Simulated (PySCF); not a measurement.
Electron correlation in Sr²¹⁺ (strontium, charge +21)

[Ne] 3s2 3p5, 2P determinant. All numbers are calculated (PySCF 2.14, scalar relativity by spin-free X2C-1e, in an uncontracted even-tempered set (18 s from 2.1 bohr⁻², ratio 2.5; 12 p from 2.7 bohr⁻², ratio 2.5; 5 d from 14 bohr⁻², ratio 2.7; 4 f from 21 bohr⁻², ratio 2.7)). Frozen: 1s2; 15 electrons correlated; the 21 highest virtual orbitals of each spin left out.

```csv
level,correlation energy (mhartree)
CCSD,-599.16
(T),-2.24
CCSD(T),-601.40
```

Diagnostics: T1 = 0.0012, D1 = 0.0052, largest double amplitude 0.029.

Question: Is a single reference adequate?

Answer: Yes, within this model without spin-orbit coupling: T1 lies below 0.03 and no double amplitude reaches 0.07.

At this charge the one-electron X2C treatment keeps the bare 1/r₁₂, with no two-electron picture change or Breit term. The effect here is smaller than on the frozen 1s shell; and a scalar Hamiltonian misses the large spin-orbit splitting of the p shells, which matters for ns² → np² pairs.
